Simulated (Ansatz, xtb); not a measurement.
## A geometry optimisation of BH4N3 with r2SCAN-D4/def2-SVP

The starting geometry of this gas-phase singlet has its atoms placed at random.

| atom | x (Å) | y (Å) | z (Å) |
| --- | --- | --- | --- |
| B | 0.3885 | -0.3033 | -0.3509 |
| N | -0.1210 | 2.0071 | -0.6170 |
| N | 1.3020 | 0.4481 | -1.3367 |
| N | -1.2981 | 0.7530 | -0.5843 |
| H | 0.7725 | 0.5442 | 0.0498 |
| H | 0.3511 | 1.6884 | -1.3323 |
| H | 1.1720 | -0.9093 | -1.4294 |
| H | 0.5526 | -0.3503 | 0.6914 |

**Question.** Guess where an optimisation with r2SCAN-D4/def2-SVP ends from this start.

**Answer.** It ends as `[H]/N=N\BN`. Distances that change by over a tenth: B1–H7 (1.46 → 2.12 Å), B1–H8 (1.06 → 1.21 Å), N2–H6 (0.91 → 1.06 Å). Contacts that open: B1–H5 (1.01 → 2.14 Å). Contacts that close: B1–N4 (2.00 → 1.42 Å), N2–N4 (1.72 → 1.23 Å), N3–H5 (1.49 → 1.01 Å), N3–H7 (1.37 → 1.01 Å).

The energy falls by 15.39 eV over 32 steps:

```json
{"step": "1", "E − E(last) (eV)": "15.387"}
{"step": "4", "E − E(last) (eV)": "5.269"}
{"step": "8", "E − E(last) (eV)": "1.423"}
{"step": "11", "E − E(last) (eV)": "0.613"}
{"step": "15", "E − E(last) (eV)": "0.356"}
{"step": "18", "E − E(last) (eV)": "0.316"}
{"step": "22", "E − E(last) (eV)": "0.107"}
{"step": "25", "E − E(last) (eV)": "0.035"}
{"step": "29", "E − E(last) (eV)": "0.000"}
{"step": "32", "E − E(last) (eV)": "0.000"}
```

Final geometry (Å):

```xyz
8

B     0.1939   -0.0208   -0.3550
N    -0.9331    2.2293   -0.6607
N     1.5658   -0.1935   -0.6094
N    -0.3805    1.2619   -0.1411
H     2.2165    0.5754   -0.7137
H    -1.0150    2.0924   -1.7054
H     2.0093   -1.1004   -0.5527
H    -0.5374   -0.9663   -0.1715
```

From the same start GFN2-xTB reaches the same bonding as this run.

From so rough a start the end depends on the optimiser's path, so another program may land elsewhere. The end wasn't checked by frequencies. Run with Ansatz 0.2.0, 2.6 min on 1 thread of Intel(R) Xeon(R) Processor @ 2.50GHz (Skylake/Cascade Lake) (shared host).
